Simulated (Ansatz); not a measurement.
Cost and result for the atomization energy of CH6FGeN (`[CH3][GeH]([NH2])[F]`) (10 atoms, 9 bonds).

Cartesian coordinates in Å:
```
C -0.776 -0.362 1.209
Ge -0.188 0.489 -0.422
N 1.535 0.040 -0.783
F -1.262 -0.111 -1.676
H -1.826 -0.131 1.392
H -0.669 -1.444 1.118
H -0.179 -0.016 2.053
H -0.316 2.016 -0.499
H 1.939 0.468 -1.604
H 1.742 -0.949 -0.786
```

Charge 0, multiplicity 1. Correlated methods include outer-core shells of Ge, which these sets cover unevenly. Scalar relativity is left out up to krypton. The structure was optimised at the PBE0-D4/def2-TZVP level. It is one conformer, not always the lowest. Program: Ansatz. All runs use 4 threads of an Arm Neoverse V1 on a shared host. Times are those of one run each, without the atoms' runs, and a repeat can differ threefold. Electronic energies, without spin–orbit coupling; frozen cores. CCSD(T)/CBS adds CCSD(T) − MP2 in def2-TZVPP to the MP2 limit, and its time is that of the two runs behind it. T1 = 0.011. With those shells the extrapolation isn't a true limit. HSE06 is the plane-wave form, built on full-range PBE exchange.

CCSD(T)/CBS is a level of theory with its own doubt, some kJ/mol a heavy atom from the limit and from the frozen cores, so smaller differences don't rank the functionals.

| level | functions | wall time | atomization (kJ/mol) | difference from CCSD(T)/CBS | per bond |
| --- | --- | --- | --- | --- | --- |
| revPBE-D4/def2-TZVPP | 225 | 1.8 s | 3424.2 | -62.0 | -6.9 |
| BLYP-D4/def2-TZVPP | 225 | 1.8 s | 3459.4 | -26.8 | -3.0 |
| PBE-D4/def2-TZVPP (with forces) | 225 | 2.2 s | 3511.7 | 25.5 | 2.8 |
| BHLYP-D4/def2-TZVPP | 225 | 2.8 s | 3367.1 | -119.1 | -13.2 |
| HSE06-D4/def2-TZVPP | 225 | 2.8 s | 3451.8 | -34.4 | -3.8 |
| CAM-B3LYP-D4/def2-TZVPP | 225 | 3.1 s | 3489.3 | 3.1 | 0.3 |
| r2SCANh-D4/def2-TZVPP | 225 | 4.5 s | 3442.6 | -43.6 | -4.9 |
| PBE-QIDH/def2-TZVPP | 225 | 4.7 s | 3438.1 | -48.1 | -5.3 |
| CCSD(T)/def2-SVP | 104 | 6.5 s | 3251.1 | -235.1 | -26.1 |
| ωB97X-V/def2-TZVPP | 225 | 7 s | 3489.0 | 2.8 | 0.3 |
| MP2/def2-QZVPP | 440 | 24 s | 3489.7 | 3.5 | 0.4 |
| CCSD(T)/def2-TZVPP | 225 | 2.6 min | 3401.1 | -85.1 | -9.5 |
| CCSD(T)/CBS(def2) | – | 3 min | 3486.2 | 0.0 | 0.0 |

From r2SCAN to r2SCAN0 (25 % exact exchange), in def2-TZVPP and without D4, the atomization energy moves by −55.6 kJ/mol: exact exchange takes away binding that semilocal exchange gives to molecules. In def2-TZVPP, CCSD(T) changes the Hartree–Fock value by +916.7 kJ/mol (the triples alone add +47.1 kJ/mol) and MP2 by +954.8 kJ/mol; breaking electron pairs costs correlation energy, which Hartree–Fock lacks. At CCSD(T), def2-SVP lies −235.2 kJ/mol from the extrapolated value and def2-TZVPP −85.2 kJ/mol: correlation converges slowly with the basis, and small sets miss more of it in the bonded molecule than in its fragments.
